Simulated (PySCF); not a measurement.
B⁺: ionisation energy

B⁺ [He] 2s2 (1S) → B²⁺ [He] 2s1 (2S), as a difference of total energies. All numbers are calculated (PySCF 2.14, no relativity, point nucleus, in def2-TZVPPD). Correlated levels: valence: 1s2 frozen. The calculations carry no spin-orbit coupling.

| method | ionisation energy (eV) | error (eV) |
| --- | --- | --- |
| UHF | 23.441 | -1.714 |
| MP2 (valence) | 24.406 | -0.749 |
| SCS-MP2 (valence) | 24.600 | -0.555 |
| CCSD (valence) | 25.059 | -0.096 |

Reference: 25.155 eV (measured; NIST Atomic Spectra Database, ionization energies).

Errors of the correlated levels include the incompleteness of this basis and the frozen core.

With two correlated electrons CCSD is exact in that space.

The coupled-cluster amplitudes are large for B⁺ (T1 above 0.03 or a double amplitude above 0.15), so a single reference is strained.
